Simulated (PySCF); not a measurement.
B(All)(F)(OH) (C3H6BFO), SMILES C(C=C)B(F)O. Geometry: B3LYP-D3(BJ)/def2-SVP. This is a generated structure with no PubChem entry under its InChIKey; it may be hypothetical. Other conformers were not sampled.

Q: Give the equilibrium geometry at B3LYP-D3(BJ)/def2-SVP (PySCF confirms it by a frequency run) as Cartesian coordinates in Å. (Estimate from the structure and the level; the computed values follow.)

A: Several could match; the one computed here: 
```xyz
12

B      0.5156     0.5460     0.6668
C      0.3199    -0.9452     0.1554
C     -0.9638    -1.1232    -0.6007
C     -1.1203    -0.9486    -1.9194
H      0.3928    -1.6379     1.0096
H      1.1902    -1.1604    -0.4934
H     -1.8521    -1.3491     0.0034
H     -0.2686    -0.7286    -2.5730
H     -2.0987    -1.0452    -2.3974
F      1.3803     0.7990     1.6502
O     -0.1307     1.5983     0.1287
H     -0.7333     1.3153    -0.5764
```
